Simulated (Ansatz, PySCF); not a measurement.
TiF2I2, SMILES [I][Ti]([I])([F])[F], multiplicity 1. Atoms are numbered in the order given.

```xyz
5

Ti     0.0000     0.0000     0.9333
F      0.0000    -1.4109     1.9296
F      0.0000     1.4109     1.9296
I      2.0828     0.0000    -0.5547
I     -2.0828     0.0000    -0.5547
```

The structure is a stationary point at B3LYP-D3(BJ)/def2-SVP. The spin state was assumed, not searched. The structure was generated by enumeration; whether it is a known compound was not checked. The def2 effective core potentials stand for the cores of I; spin–orbit coupling is left out.

Two levels are set side by side: PBE-D3(BJ)/def2-SVP (Ansatz, a quantum-chemistry and plane-wave program) and B3LYP-D3(BJ)/def2-SVP (Ansatz). Each level has its own optimised geometry; the coordinates shown are those of the second. Frequencies come from the Hessian of PySCF at each geometry. Differences are taken from unrounded values.

```tsv
quantity	B3LYP-D3(BJ)
mean bond length (Å)	2.143
bond Ti1–F2 (Å)	1.727
bond Ti1–F3 (Å)	1.727
bond Ti1–I4 (Å)	2.560
bond Ti1–I5 (Å)	2.560
highest harmonic wavenumber (cm⁻¹)	831
mean harmonic wavenumber (cm⁻¹)	322
zero-point energy (kcal/mol)	4.14
```

Q: What does PBE-D3(BJ) give, and how far is it from B3LYP-D3(BJ)? (Estimate from the structure and the level; the computed values follow.)

A: 
```json
[
 {"quantity": "mean bond length (Å)", "PBE-D3(BJ)": "2.150", "PBE-D3(BJ) minus B3LYP-D3(BJ)": "0.006"},
 {"quantity": "bond Ti1–F2 (Å)", "PBE-D3(BJ)": "1.735", "PBE-D3(BJ) minus B3LYP-D3(BJ)": "0.008"},
 {"quantity": "bond Ti1–F3 (Å)", "PBE-D3(BJ)": "1.735", "PBE-D3(BJ) minus B3LYP-D3(BJ)": "0.008"},
 {"quantity": "bond Ti1–I4 (Å)", "PBE-D3(BJ)": "2.564", "PBE-D3(BJ) minus B3LYP-D3(BJ)": "0.005"},
 {"quantity": "bond Ti1–I5 (Å)", "PBE-D3(BJ)": "2.564", "PBE-D3(BJ) minus B3LYP-D3(BJ)": "0.005"},
 {"quantity": "highest harmonic wavenumber (cm⁻¹)", "PBE-D3(BJ)": "807", "PBE-D3(BJ) minus B3LYP-D3(BJ)": "-24"},
 {"quantity": "mean harmonic wavenumber (cm⁻¹)", "PBE-D3(BJ)": "312", "PBE-D3(BJ) minus B3LYP-D3(BJ)": "-9"},
 {"quantity": "zero-point energy (kcal/mol)", "PBE-D3(BJ)": "4.02", "PBE-D3(BJ) minus B3LYP-D3(BJ)": "-0.12"}
]
```

GGA bonds tend to be longer and softer than those of functionals with exact exchange. Differences between two approximate levels are no errors against the true value.
